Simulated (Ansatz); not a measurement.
Molecule: Au2, net charge 0, singlet state. 
Structure (B3LYP-D3(BJ)/def2-TZVP (Ansatz, a quantum-chemistry and plane-wave program) minimum search):
```
Au
Au 1 2.5537
```
Charge 0, spin multiplicity 1.

Computed values are from Ansatz. Correlated levels leave the core frozen unless marked. UHF or UKS for open shells. Spin-orbit coupling is left out. Frozen are the shells of the preceding noble gas and the d and f shells that filled before the atom's block. In def2 rows, elements after Kr have scalar-relativistic effective core potentials. CBS marks a two-point X^-3 extrapolation of the correlation energy; Hartree-Fock from the larger set.

Task: What is the total energy at CCSD(T)/CBS(def2-TZVPPD,def2-QZVPPD)?

Result: -270.4441 Eh.

Task: What is the dipole moment at CCSD(T)/def2-SVPD?

Result: 0.00 D.

Task: What is the T1 diagnostic at CCSD/def2-QZVPP?

Result: 0.018.

Task: What is the atomisation energy De at CCSD(T)/CBS(def2-TZVPPD,def2-QZVPPD)?

Result: 206.6 kJ/mol.

Task: What is the vertical ionisation energy (to the doublet) at CCSD(T)/CBS(def2-TZVPPD,def2-QZVPPD)?

Result: 9.20 eV.
